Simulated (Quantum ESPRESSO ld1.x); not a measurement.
The numbers below are computed, except where a source is named.
The carbon ion C+, configuration [He] 2s2 2p1. Code: ld1.x of Quantum ESPRESSO 7.5. Model: scalar-relativistic Kohn-Sham, LDA (Slater exchange, Perdew-Zunger correlation), spin-polarised, spherical densities, point nucleus; open shells are filled with parallel spins first.

Normalised radial functions P(r) = r R(r), r in bohr:

```
   r/bohr * 2p down (the largest magnitude, 0.77, reaches the edge; | marks zero)
  0.02116 *
  0.02605 *
  0.03207 *
  0.03949 |*
  0.04862 |*
  0.05986 | *
   0.0737 | *
  0.09074 |  *
   0.1108 |    *
   0.1365 |      *
    0.168 |        *
   0.2069 |            *
   0.2547 |                *
   0.3136 |                     *
   0.3861 |                           *
   0.4753 |                                  *
   0.5806 |                                         *
   0.7148 |                                               *
   0.8801 |                                                    *
    1.084 |                                                      *
    1.334 |                                                     *
    1.643 |                                               *
    2.022 |                                       *
     2.49 |                             *
    3.041 |                   *
    3.744 |          *
     4.61 |    *
    5.676 | *
```

2p down (empty): eigenvalue -16.186 eV, 0 radial nodes, <r> = 1.53 bohr, 90 % of the charge inside 2.57 bohr.
